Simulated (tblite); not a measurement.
Input of a run (GFN2-xTB geometry optimisation, gas phase (tblite 0.8.0)), started from a force field or distance geometry:
```
{"job": {"kind": "relax", "xc": "GFN2-xTB", "basis": "xTB"}, "charge": 1, "multiplicity": 2}
C      3.543900    -0.601000    -0.387900
C      2.247600     0.107700    -0.636700
C      1.029300     0.567600    -0.534600
C      0.202000     0.156300     0.651300
C      0.233000     1.178600     1.698500
N      0.237800     1.983400     2.505900
C     -1.158200    -0.274500     0.262100
N     -2.122500     0.504800     0.546100
C     -3.495700     0.218100     0.223600
H      4.085500    -0.039800     0.374800
H      4.017900    -0.705400    -1.368000
H      3.338500    -1.623500     0.014700
H      0.743600    -0.723100     1.090300
H     -1.353700    -1.231800    -0.253100
H     -4.159900     0.808300     0.890900
H     -3.655500     0.529900    -0.826200
H     -3.740600    -0.843700     0.388000
```

Output (eV, eV/Å):
```
step      E/eV     max force
  0    -659.03601    6.078
  1    -659.30198    7.387
  2    -659.61129    1.874
  3    -659.69446    1.348
  4    -659.76770    2.991
  5    -659.83449    1.586
  6    -659.91429    1.136
  7    -660.01062    0.740
  8    -660.10188    0.795
  9    -660.16165    0.915
 10    -660.25615    1.038
 11    -660.34230    0.926
 12    -660.42623    0.739
 13    -660.48530    0.641
 14    -660.53080    0.699
 15    -660.58799    0.702
 16    -660.66988    0.851
 17    -660.75702    0.989
 18    -660.83991    0.986
 19    -660.90463    0.724
 20    -660.95365    0.628
 21    -661.00247    0.621
 22    -661.02366    0.415
 23    -661.03874    0.613
 24    -661.05119    0.241
 25    -661.06891    0.273
 26    -661.08086    0.281
 27    -661.09068    0.246
 28    -661.09667    0.242
 29    -661.10355    0.282
 30    -661.11306    0.266
 31    -661.12335    0.265
 32    -661.13129    0.283
 33    -661.13700    0.201
 34    -661.14063    0.213
 35    -661.14430    0.150
 36    -661.14823    0.126
 37    -661.15040    0.099
 38    -661.15222    0.091
 39    -661.15387    0.085
 40    -661.15504    0.067
 41    -661.15580    0.063
 42    -661.15642    0.051
 43    -661.15706    0.071
 44    -661.15772    0.072
 45    -661.15832    0.068
 46    -661.15884    0.055
 47    -661.15928    0.045
 48    -661.15964    0.072
 49    -661.15990    0.045
 50    -661.16007    0.033
 51    -661.16020    0.027
 52    -661.16033    0.025
 53    -661.16044    0.037
 54    -661.16055    0.027
 55    -661.16064    0.023
 56    -661.16072    0.021
 57    -661.16079    0.023
 58    -661.16086    0.022
 59    -661.16096    0.025
 60    -661.16110    0.031
 61    -661.16128    0.035
 62    -661.16152    0.045
 63    -661.16185    0.051
 64    -661.16237    0.052
 65    -661.16316    0.086
 66    -661.16411    0.097
 67    -661.16523    0.122
 68    -661.16662    0.129
 69    -661.16814    0.137
 70    -661.17051    0.135
 71    -661.17327    0.235
 72    -661.17504    0.181
 73    -661.17713    0.518
 74    -661.18019    0.180
 75    -661.18182    0.077
 76    -661.18407    0.295
 77    -661.18624    0.275
 78    -661.19014    0.188
 79    -661.18955    0.540
 80    -661.19360    0.317
 81    -661.19528    0.203
 82    -661.19786    0.131
 83    -661.19986    0.219
 84    -661.20181    0.210
 85    -661.20357    0.151
 86    -661.20576    0.171
 87    -661.20733    0.107
 88    -661.20837    0.270
 89    -661.20947    0.197
 90    -661.21062    0.158
 91    -661.21195    0.133
 92    -661.21322    0.121
 93    -661.21426    0.065
 94    -661.21484    0.084
 95    -661.21526    0.076
 96    -661.21561    0.066
 97    -661.21617    0.050
 98    -661.21631    0.047
 99    -661.21666    0.046
100    -661.21698    0.041
101    -661.21742    0.047
102    -661.21790    0.076
103    -661.21854    0.090
104    -661.21933    0.102
105    -661.22020    0.092
106    -661.22100    0.067
107    -661.22127    0.159
108    -661.22181    0.044
109    -661.22195    0.030
110    -661.22204    0.034
111    -661.22208    0.028
112    -661.22217    0.028
113    -661.22225    0.022
114    -661.22233    0.026
115    -661.22239    0.019
116    -661.22247    0.022
117    -661.22258    0.023
118    -661.22271    0.027
119    -661.22279    0.020
120    -661.22283    0.014
121    -661.22286    0.017
122    -661.22288    0.017
123    -661.22289    0.014
124    -661.22290    0.010
```

**Question.** Summarise the run.

**Answer.** The energy falls by 50.4 kcal/mol over 124 L-BFGS steps, the largest force on an atom goes from 6.08 to 0.010 eV/Å, and the atoms move by 0.922 Å rms after alignment. The bond that changes most is C2=C3 (both ends carbon bonded to 2 C), which shortens by 0.096 Å. Bonds longer at the end by more than 0.005 Å: 1 of 16; shorter: 11. Among the angles that change most is C2–C3–C4, from 118.6° to 177.2°. Among the dihedrals that turn most is C7–N8–C9–H17, from 40° to 7°. The energy rose by more than 1e-5 eV at step 79. The first step brought 12 % of the lowering.

**Question.** What are the final bond lengths?

**Answer.** C1–C2 1.423 Å, C2=C3 1.211 Å, C3–C4 1.445 Å, C4–C5 1.458 Å, C5≡N6 1.138 Å, C4–C7 1.531 Å, C7=N8 1.230 Å, N8–C9 1.383 Å, C1–H10 1.094 Å, C1–H11 1.090 Å, C1–H12 1.090 Å, C4–H13 1.099 Å, C7–H14 1.096 Å, C9–H15 1.094 Å, C9–H16 1.093 Å, C9–H17 1.099 Å. Numbering counts from 1 in the input's order; the species is `C[C+]=[C][C@@H](C#N)/C=N/C` [radical].

On an Intel Xeon at 2.60 GHz with one thread, shared host with 128 logical CPUs at a one-minute load of 6.7, this took 1.1 s.

Its GFN2-xTB frequencies are all real (lowest 28 cm⁻¹).

One conformer stands for the species.

The numbers are calculated, not measured.
